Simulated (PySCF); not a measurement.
BrH3OSi, SMILES O[SiH2]Br. Atoms are numbered in the order given.

```xyz
6

Si     0.3719    -1.1334    -0.2749
O      2.0091    -0.9935    -0.1061
Br    -0.6759     0.7940     0.1802
H     -0.0277    -1.4890    -1.6667
H     -0.0477    -2.1489     0.7223
H      2.4537    -0.3375    -0.6657
```

Geometry: PBE-D3(BJ)/def2-TZVP. Other conformers were not sampled.

Method: PBE0/pcSseg-2 in PySCF.

GIAO shieldings, no solvent; atoms listed in one row are averaged. δ = σ(ref) − σ: ²⁹Si against TMS (σ = 341.9 ppm); ¹⁷O against H2O (σ = 327.8 ppm); ¹H against TMS (σ = 31.54 ppm), references at their B3LYP-D3(BJ)/def2-TZVP geometries, non-relativistic (without spin–orbit terms, shifts of atoms bonded to Cl or Br come out too high).

Computed chemical shifts:
```csv
nucleus,atoms,count,δ (ppm)
²⁹Si,Si1,1,-7.7
¹⁷O,O2,1,62.5
¹H,H4,1,6.21
¹H,H5,1,5.90
¹H,H6,1,2.26
```
